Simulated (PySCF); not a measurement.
HgI, SMILES [I][Hg] (connectivity only; charge and spin as stated), neutral, multiplicity 2.

The structure is a stationary point at PBE0-D3(BJ)/def2-TZVP. The spin state was assumed, not searched. The def2 effective core potentials stand for the cores of Hg, I; spin–orbit coupling is left out.

Computed with PySCF with B3LYP/def2-TZVPD.

Isolated molecule, no solvent.

Computed frontier levels, dipole moment and polarisability:
```
Quantity                                                           Value
-----------------------------------------------  -----------------------
α spin, highest occupied and lowest empty level       -6.64 and -1.16 eV
β spin, highest occupied and lowest empty level       -7.19 and -4.69 eV
dipole moment                                                     2.16 D
mean static polarisability                         77.9 bohr³ (11.54 Å³)
polarisability, principal values                 59.9, 59.9, 113.9 bohr³
⟨S²⟩                                             0.755 (pure state 0.75)
```
